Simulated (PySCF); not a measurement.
## Exercise with solution: oscillator strength and radiative lifetime

H4N2Sn, SMILES [NH2][Sn][NH2] (connectivity only; charge and spin as stated), neutral, multiplicity 1.

Geometry optimised at B3LYP-D3(BJ)/def2-SVP. The def2 effective core potentials stand for the cores of Sn; spin–orbit coupling is left out. The values are those of a single conformer.

TDDFT-CAM-B3LYP/def2-SVPD (PySCF) puts the first singlet state with f over 0.02 at 4.76 eV (vertical), with the transition dipole (0.000, 0.597, 0.000) in atomic units.

Problem. Find the oscillator strength, the wavelength and the radiative lifetime that this transition would have in vacuum if emission retraced absorption.

Solution. 
|μ|² = 0.3564 au, so |μ| = 1.52 D. ΔE = 4.76/27.211 = 0.1749 hartree. f = (2/3) ΔE |μ|² = 0.042 (the program prints 0.042).
λ = 1239.84/4.76 = 260 nm; ν = 38392 cm⁻¹.
Einstein's coefficient A = 0.6670 ν² f s⁻¹ (ν in cm⁻¹) = 4.1e7 s⁻¹, so τ = 1/A = 24 ns. This state is S1. The figure is the radiative limit of this one transition; relaxation, internal conversion, crossing to triplets and a medium change what is measured.
